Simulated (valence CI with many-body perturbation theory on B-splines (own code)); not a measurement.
## E1 line list for V I

Calculated by valence CI with perturbative core correlation (CI+MBPT): five valence electrons over a frozen Dirac-Fock core [Ar], a basis of 9 s, 9 p, 9 d, 7 f, 4 g, 2 h functions for each j, with the one-electron correlation potential Σ1 (screened to all orders), the two-electron term Σ2, the three-electron term Σ3, Breit, model QED; selected single and double excitations, second order for the rest, scaled by the run's own slope (own B-spline code, finite nucleus).

Set against measurement, 15 paired levels are off by 411 cm⁻¹ on average, the worst by 715. These come from a selection out of the NIST Handbook of Basic Atomic Spectroscopic Data. Levels without a partner in it may be off by more, other configurations by 1,000 to 4,000 cm⁻¹. Among the levels kept, up to 1200 cm⁻¹ of a level comes from second order outside the variational space, and about a tenth of that is noise between levels of different J, which matters for small intervals.

Lines 1 to 44 of 44 in falling wavelength, among levels below 2.124 eV, chosen from the strongest by gf and those to the six lowest levels. Wavelengths and rates use the calculated energies, so an error of 400 cm⁻¹ moves a line at 19830 Å by 7.9 % and its rate by three times that or more. Electric multipoles are in the length gauge, E1 and E2 with the static RPA response of the core. Weak lines are less certain than strong ones. Lines between different terms over intervals too small for the method are left out, as are lines whose strength nearly cancels.

```
λ vac (Å)               Upper           Lower   A (s⁻¹)  S (a.u.)
    19830   3d3 4s 4p 6G°_7/2  3d3 4s2 2G_9/2  1.05e-03  3.23e-08
    19450   3d3 4s 4p 6G°_5/2  3d3 4s2 2G_7/2  4.29e-03  9.33e-08
    19260   3d3 4s 4p 6G°_9/2  3d3 4s2 2G_9/2  2.33e-03  8.22e-08
    19010   3d3 4s 4p 6G°_7/2  3d3 4s2 2G_7/2  1.52e-03  4.13e-08
    18640  3d3 4s 4p 6G°_11/2  3d3 4s2 2G_9/2  5.79e-03  2.22e-07
    18480   3d3 4s 4p 6G°_9/2  3d3 4s2 2G_7/2  5.83e-04  1.82e-08
    16740   3d3 4s 4p 6G°_3/2  3d3 4s2 4P_5/2  1.48e-03  1.37e-08
    16490   3d3 4s 4p 6G°_5/2  3d3 4s2 4P_5/2  1.64e-02  2.17e-07
    16290   3d3 4s 4p 6G°_3/2  3d3 4s2 4P_3/2  3.70e-02  3.16e-07
    16170   3d3 4s 4p 6G°_7/2  3d3 4s2 4P_5/2  3.75e-02  6.26e-07
    16080   3d3 4s 4p 6G°_3/2  3d3 4s2 4P_1/2  3.87e-02  3.18e-07
    16050   3d3 4s 4p 6G°_5/2  3d3 4s2 4P_3/2  7.44e-02  9.10e-07
    15360   3d3 4s 4p 6G°_5/2   3d4 4s 4D_7/2  2.92e-01  3.13e-06
    15250   3d3 4s 4p 6G°_3/2   3d4 4s 4D_5/2  8.10e-01  5.67e-06
    15080   3d3 4s 4p 6G°_7/2   3d4 4s 4D_7/2  2.54e+00  3.44e-05
    15060   3d3 4s 4p 6G°_3/2   3d4 4s 4D_3/2  1.01e+01  6.82e-05
    15040   3d3 4s 4p 6G°_5/2   3d4 4s 4D_5/2  6.59e+00  6.65e-05
    15000   3d3 4s 4p 6G°_3/2   3d4 4s 4D_1/2  2.41e+01  1.60e-04
    14860   3d3 4s 4p 6G°_5/2   3d4 4s 4D_3/2  1.81e+01  1.76e-04
    14780   3d3 4s 4p 6G°_7/2   3d4 4s 4D_5/2  1.32e+01  1.69e-04
    14750   3d3 4s 4p 6G°_9/2   3d4 4s 4D_7/2  6.65e+00  1.05e-04
     7745   3d3 4s 4p 6G°_3/2   3d4 4s 6D_5/2  5.34e-01  4.90e-07
     7745   3d3 4s 4p 6G°_5/2   3d4 4s 6D_7/2  7.38e-01  1.02e-06
     7742   3d3 4s 4p 6G°_7/2   3d4 4s 6D_9/2  3.10e-01  5.67e-07
     7708   3d3 4s 4p 6G°_3/2   3d4 4s 6D_3/2  3.44e+00  3.11e-06
     7692   3d3 4s 4p 6G°_5/2   3d4 4s 6D_5/2  8.49e+00  1.14e-05
     7691   3d3 4s 4p 6G°_3/2   3d4 4s 6D_1/2  2.21e+00  1.99e-06
     7674   3d3 4s 4p 6G°_7/2   3d4 4s 6D_7/2  8.13e+00  1.45e-05
     7655   3d3 4s 4p 6G°_5/2   3d4 4s 6D_3/2  1.05e+01  1.40e-05
     7653   3d3 4s 4p 6G°_9/2   3d4 4s 6D_9/2  3.16e+00  7.00e-06
     7622   3d3 4s 4p 6G°_7/2   3d4 4s 6D_5/2  1.89e+01  3.30e-05
     7587   3d3 4s 4p 6G°_9/2   3d4 4s 6D_7/2  9.08e+00  1.96e-05
     7554  3d3 4s 4p 6G°_11/2   3d4 4s 6D_9/2  3.28e-01  8.36e-07
     6466   3d3 4s 4p 6G°_7/2  3d3 4s2 4F_9/2  4.23e+01  4.51e-05
     6414   3d3 4s 4p 6G°_5/2  3d3 4s2 4F_7/2  1.46e+02  1.14e-04
     6404   3d3 4s 4p 6G°_9/2  3d3 4s2 4F_9/2  1.13e+02  1.47e-04
     6380   3d3 4s 4p 6G°_3/2  3d3 4s2 4F_5/2  2.67e+02  1.37e-04
     6366   3d3 4s 4p 6G°_7/2  3d3 4s2 4F_7/2  2.98e+02  3.04e-04
     6343   3d3 4s 4p 6G°_5/2  3d3 4s2 4F_5/2  5.67e+02  4.29e-04
     6334  3d3 4s 4p 6G°_11/2  3d3 4s2 4F_9/2  2.46e+02  3.70e-04
     6331   3d3 4s 4p 6G°_3/2  3d3 4s2 4F_3/2  1.21e+03  6.06e-04
     6306   3d3 4s 4p 6G°_9/2  3d3 4s2 4F_7/2  4.47e+02  5.53e-04
     6296   3d3 4s 4p 6G°_7/2  3d3 4s2 4F_5/2  5.46e+02  5.38e-04
     6296   3d3 4s 4p 6G°_5/2  3d3 4s2 4F_3/2  4.80e+02  3.55e-04
```
